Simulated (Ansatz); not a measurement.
System (SMILES): [S]=[Ge] (S-Ge) (closed-shell singlet).
Geometry (B3LYP-D3(BJ)/def2-TZVP, fixed):
```xyz
2

Ge     0.0000     0.0000    -0.6762
S      0.0000     0.0000     1.3523
```

Basis-set convergence of the dipole moment at PBE0 with Ansatz (a program for electronic structure). Dipoles come from the density behind the forces; the sign is taken along the dipole that this method gives in the largest set. Cartesian d functions, on some or all atoms, in 3-21G, 6-311G**; all else is spherical. The program fits the integrals of some runs and decomposes those of others, by size. No added dispersion term, no relativity. Reference: the value in aug-pcseg-3, 2.261 D, itself unsure by roughly 0.006 D (its mean distance from aug-cc-pV(Q+d)Z, def2-QZVPPD). Deviations are taken from unrounded values.

```
basis        functions  dipole moment (D)  minus reference (D)
-----------  ---------  -----------------  -------------------
pcseg-0             35              2.577                0.316
3-21G               36              2.797                0.536
aug-pcseg-1         63              2.234               -0.027
def2-SVPD           65              2.318                0.057
6-311G**            71              2.502                0.241
def2-TZVPPD        105              2.273                0.012
cc-pV(Q+d)Z        132              2.258               -0.003
pcseg-3            132              2.287                0.026
def2-QZVP          145              2.260               -0.001
```

The smallest set listed that lies within 0.1 D of the reference with all its larger relatives (same family, alike in diffuse functions; a set with none counts only in the reference's own line) is aug-pcseg-1 (63 functions, -0.027 D off). (Relatives not listed, tested too: def2-TZVPD 0.013, aug-pcseg-2 0.004, def2-QZVPP 0.001, def2-QZVPPD 0.001, aug-pcseg-3 0.000, cc-pV(5+d)Z -0.004, pcseg-4 0.011 D.)
